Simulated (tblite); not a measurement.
Compound: C₅H₈FO (doublet state).
Numbering: `[CH3:1][C@@H:2]([OH:3])/[C:4]=[CH:5]\[CH2:6][F:7]` (hydrogens: H8, H9, H10 on C1; H11 on C2; H12 on O3; H13 on C5; H14, H15 on C6)

Structure optimised with GFN2-xTB, isolated species. This method treats the open shell by occupation alone, without spin polarisation.

**Question.** What internal coordinates does the optimisation give?

**Answer.** 
```
                bond  length (Å)   order
               C1–C2       1.530  single
               C2–O3       1.427  single
               C2–C4       1.469  single
               C4=C5       1.295  double
               C5–C6       1.521  single
               C6–F7       1.374  single
C1–H8, C1–H9, C1–H10       1.086  single
              C2–H11       1.104  single
              O3–H12       0.963  single
              C5–H13       1.084  single
              C6–H14       1.096  single
              C6–H15       1.093  single
```

Bonds in one row agree within 0.01 Å and their mean is given. Orders are formal, as drawn. A selection of angles:
```
     angle  degrees
  C2–C1–H8    109.5
  H8–C1–H9    109.4
  C1–C2–O3    107.8
  C1–C2–C4    110.4
 C1–C2–H11    109.0
  O3–C2–C4    111.2
 O3–C2–H11    109.0
 C4–C2–H11    109.5
 C2–O3–H12    109.2
  C2–C4–C5    141.0
  C4–C5–C6    125.8
 C4–C5–H13    121.4
 C6–C5–H13    112.8
  C5–C6–F7    110.1
 C5–C6–H14    110.1
 C5–C6–H15    111.4
 F7–C6–H14    106.6
 F7–C6–H15    107.8
H14–C6–H15    110.7
```

Dihedral angles: C1–C2–C4–C5 -89° (synclinal); C2–C4–C5–C6 1° (synperiplanar); C4–C5–C6–F7 -134° (anticlinal); H12–O3–C2–C1 -176° (antiperiplanar).

C5 (carbon bonded to 2 C and H) is planar (angles 125.8°, 121.4° and 112.8°, sum 360.0°, 0.00 Å off the plane of its three neighbours). Of the pairs four or more bonds apart, O3···H15 is among the closest relative to their van der Waals radii: 2.48 Å, 91 % of the sum of Bondi's values. The C–C distances run from 1.295 Å (C4=C5, drawn double) to 1.530 Å (C1–C2, drawn single), a spread of 0.235 Å. O3 (oxygen bonded to C and H) is bent (angle 109.2°). C4 (carbon bonded to 2 C) is bent (angle 141.0°).

Point group: C1 (no symmetry element, even within 0.4 Å). Its GFN2-xTB frequencies are all real (lowest 35 cm⁻¹). Torsions: C1–C2–O3–H -176°, C1–C2–C4–C5 -89°, C4–C5–C6–F7 -134°. 2 starts were optimised and ended at 0.00 and 0.49 kcal/mol (GFN2-xTB); the lowest of these is shown.

One conformer stands for the species.

All values are computed, not measured.
